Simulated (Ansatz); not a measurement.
B(Cl)(OMe)(SH) (CH₄BClOS), SMILES O(C)B(S)Cl.

The structure is a stationary point at r2SCAN-D4/def2-SVP. The values are those of a single conformer.

Two levels are set side by side: PBE/def2-SVPD (Ansatz, a quantum-chemistry and plane-wave program) and CAM-B3LYP/def2-SVPD (Ansatz). Energy differences of separate SCF runs at the same geometry; the states with an electron removed or added have multiplicity 2 and 2. Differences are taken from unrounded values.

| quantity | CAM-B3LYP |
|---|---|
| vertical ionisation energy (eV) | 10.37 |
| vertical singlet–triplet gap (eV) | 6.09 |

Q: What does PBE give, and how far is it from CAM-B3LYP? (The exact figures need the calculation; the answer reports its results.)

A: 
```
quantity                             PBE  PBE minus CAM-B3LYP
---------------------------------  -----  -------------------
vertical ionisation energy (eV)    10.01                -0.36
vertical singlet–triplet gap (eV)   5.68                -0.41
```
